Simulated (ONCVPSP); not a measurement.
**Transferability test, ONCV potential for W**

ONCVPSP 4.0.1 input, shortened (lines: element, Z, core and valence counts, functional; n l f; lmax; l rc ep ncon nbas qcut; lloc lpopt rc5 dvloc0; l nproj debl; icmod fcfact rcfact), PBE, fully relativistic:

```
  W 74.00   10    4        4      upf
    1    0    2.00
    2    0    2.00
    2    1    6.00
    3    0    2.00
    3    1    6.00
    3    2   10.00
    4    0    2.00
    4    1    6.00
    4    2   10.00
    4    3   14.00
    5    0    2.00
    5    1    6.00
    5    2    4.00
    6    0    2.00
    2
    0    1.85    0.00    3    7    6.70
    1    1.95    0.00    4    7    7.30
    2    2.75    0.00    4    9    5.70
    4    1    1.50   -1.00
    0    2    2.00
    1    1    3.00
    2    2    1.10
    0    0.00    0.00
```

Open shells are filled in proportion to 2j + 1.

Energies are relative to the spin-unpolarised reference configuration 5s2 5p6 5d4 6s2; without spin polarisation the order of configurations can differ from experiment.

Give the all-electron excitation energy and the error of the potential for: 5s2 5p6 5d4 6s1; 5s2 5p6 5d4 6s0; 5s2 5p6 5d3 6s0; 5s2 5p6 5d5 6s0.

```tsv
valence configuration	charge	ΔE all-electron (eV)	error AE − PS (meV)
5s2 5p6 5d4 6s1	+1	8.889	+1.2
5s2 5p6 5d4 6s0	+2	24.571	+4.5
5s2 5p6 5d3 6s0	+3	49.943	+14
5s2 5p6 5d5 6s0	+1	9.696	+17
```
